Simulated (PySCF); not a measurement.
## Phosphorus: highly charged ions in a basis for the neutral atom

P¹¹⁺ [He] 2s2, P¹²⁺ [He] 2s1. Calculation: PySCF 2.14, in cc-pV(T+d)Z; no relativity, point nucleus. No spin-orbit coupling, so a gap to NIST mixes the basis error with missing relativistic terms.

Changed run: basis of the neutral atom used for a highly charged ion. This setting is unsound on purpose.

```
species  method  sound run (hartree)  changed run (hartree)  converged
   P¹¹⁺     UHF              not run             -258.26095        yes
   P¹¹⁺  M06-2X              not run             -258.43561        yes
   P¹¹⁺   M06-L              not run             -258.39889        yes
   P¹²⁺     UHF              not run             -237.96331        yes
   P¹²⁺  M06-2X              not run             -238.03319        yes
   P¹²⁺   M06-L              not run             -238.06688        yes
```

Ionisation energy of P¹¹⁺:

```tsv
method	changed run (eV)	NIST (eV)
UHF	552.33	560.62 ± 0.1
M06-2X	555.18	560.62 ± 0.1
M06-L	553.26	560.62 ± 0.1
```

The contracted functions were made for the neutral atom and can be too rigid for a highly charged ion.
